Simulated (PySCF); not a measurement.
**Worked example: entropy of an ideal gas**

C₃H₅, SMILES [C](=C)C (connectivity only; charge and spin as stated), charge +1, multiplicity 1.

The structure is a stationary point at TPSSh-D3(BJ)/def2-TZVP. The spin state was assumed, not searched. The isomer is the one that the SMILES or the coordinates give; other isomers of the formula were not compared.

PySCF with TPSSh-D3(BJ)/def2-TZVP gives the harmonic wavenumbers 181, 294, 346, 573, 835, 922, 1009, 1038, 1277, 1311, 1346, 1454, 1925, 2888, 3040, 3068, 3115, 3134 cm⁻¹ and the rotational temperatures 4.8376, 0.3999, 0.3896 K. The molar mass is 41.07 g/mol, the symmetry number 1, the spin multiplicity 1.

Q: Work out the entropy at 298.15 K and 1 atm in the rigid-rotor, harmonic-oscillator model.

A: 
Translation (Sackur–Tetrode at 1 atm): S = R[1.5 ln M + 2.5 ln T − 1.16487] = 155.1 J/(mol K).
Rotation: q = (√π/σ) T^1.5/√(θA θB θC) = 10500, S = R[ln q + 3/2] = 89.5 J/(mol K).
Vibration: with u = 1.4388 ν/T, each mode gives R[u/(e^u − 1) − ln(1 − e^−u)]:
```csv
ν (cm⁻¹),modes,u,S (J/(mol K))
181,1,0.87,9.70
294,1,1.42,6.07
346,1,1.67,4.96
573,1,2.77,2.09
835,1,4.03,0.76
922,1,4.45,0.54
1009,1,4.87,0.38
1038,1,5.01,0.34
1277,1,6.16,0.13
1311,1,6.33,0.11
1346,1,6.50,0.09
1454,1,7.02,0.06
1925,1,9.29,0.01
```
The stiffer modes add less than 0.005 each. Sum 25.2 J/(mol K).
Spin: R ln 1 = 0.0 J/(mol K).
Total 269.8 J/(mol K); the program's own thermochemistry gives 269.7. Translation makes up 57 % and vibration 9 %. Anharmonicity, hindered rotation and orbital degeneracy are left out.
